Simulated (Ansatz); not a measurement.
H4NSSb, SMILES `[NH2][SbH][SH]`, relaxed with RKS PBE0-D4/def2-TZVP in the Gaussian-basis code of Ansatz from a PBE-D4/def2-SVP geometry. The force threshold is 0.005 eV/Å; the program also tests the step.

Total charge 0; spin multiplicity 1. Sb: def2 effective core potential.

Start:

```xyz
7

N    -0.460    1.283    0.201
Sb   -0.128   -0.405   -0.952
S     0.554   -1.998    0.828
H    -1.199    1.877   -0.190
H     0.369    1.861    0.379
H     1.567   -0.107   -1.223
H    -0.703   -2.511    0.955
```

```json
{"step": "1", "energy (eV)": "-18924.5576", "largest force (eV/Å)": "0.801", "largest move (Å)": "0.000"}
{"step": "2", "energy (eV)": "-18924.5981", "largest force (eV/Å)": "0.514", "largest move (Å)": "0.097"}
{"step": "3", "energy (eV)": "-18924.6139", "largest force (eV/Å)": "0.172", "largest move (Å)": "0.056"}
{"step": "4 (rejected)", "energy (eV)": "-18924.5971", "largest force (eV/Å)": "0.455", "largest move (Å)": "0.165"}
{"step": "5", "energy (eV)": "-18924.6146", "largest force (eV/Å)": "0.186", "largest move (Å)": "0.082"}
{"step": "6", "energy (eV)": "-18924.6196", "largest force (eV/Å)": "0.050", "largest move (Å)": "0.031"}
{"step": "7", "energy (eV)": "-18924.6197", "largest force (eV/Å)": "0.046", "largest move (Å)": "0.013"}
{"step": "8", "energy (eV)": "-18924.6200", "largest force (eV/Å)": "0.021", "largest move (Å)": "0.038"}
{"step": "9", "energy (eV)": "-18924.6203", "largest force (eV/Å)": "0.010", "largest move (Å)": "0.006"}
{"step": "10", "energy (eV)": "-18924.6203", "largest force (eV/Å)": "0.006", "largest move (Å)": "0.005"}
{"step": "11", "energy (eV)": "-18924.6203", "largest force (eV/Å)": "0.002", "largest move (Å)": "0.003"}
```

End:

```xyz
7

N    -0.490    1.229    0.169
Sb   -0.130   -0.404   -0.966
S     0.562   -1.912    0.801
H    -1.120    1.892   -0.261
H     0.315    1.711    0.542
H     1.534   -0.109   -1.278
H    -0.671   -2.407    0.993
```

Hardware: 2 threads of an Arm Neoverse V1 on a shared host. Wall time 40 s, peak host memory 0.3 GiB.
